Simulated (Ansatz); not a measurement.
System: C₃H₁₂GeN, net charge 1, singlet state. It need not be the lowest isomer of its formula. 
Coordinates optimised at B3LYP-D3(BJ)/def2-TZVP (Ansatz, an electronic-structure program):
```
N
H 1 1.0208
C 1 1.4968 2 107.62
H 3 1.0870 1 109.68 2 -57.73
H 3 1.0881 4 109.69 1 119.57
H 3 1.0884 4 109.76 5 120.18
C 1 1.5107 2 106.86 3 119.57
H 7 1.0899 1 106.57 2 179.13
H 7 1.0906 8 107.86 1 -114.08
C 7 1.5149 8 111.84 9 -122.27
H 10 1.0896 7 108.79 8 65.45
H 10 1.0902 11 107.22 7 122.10
H 10 1.0918 11 107.45 12 116.79
Ge 1 2.0048 2 106.41 3 -119.05
H 14 1.5227 1 104.31 2 -40.42
H 14 1.5241 15 114.93 12 -164.01
H 14 1.5242 15 115.86 16 -138.80
```
Charge +1, spin multiplicity 1.

Basis-set convergence of Hartree-Fock and CCSD correlation energies (hartree) with Ansatz. Correlated levels leave the core frozen unless marked. Spin-orbit coupling is left out. Frozen are the shells of the preceding noble gas and the d and f shells that filled before the atom's block. No relativistic terms.

```
basis    functions        E(HF)  E(corr, CCSD)
-------  ---------  -----------  -------------
cc-pVDZ        143  -2250.16990       -0.78331
cc-pVTZ        331  -2250.29518       -0.93032
cc-pVQZ        648  -2250.31067       -0.97422
```

Extrapolating the two largest sets (X = 3 and 4) as X^-3: E(corr) = (64·(-0.97422) - 27·(-0.93032))/37 = -1.0063 Eh, an estimate of the basis-set limit. The largest set recovers 96.8 % of it, the smallest 77.8 %.
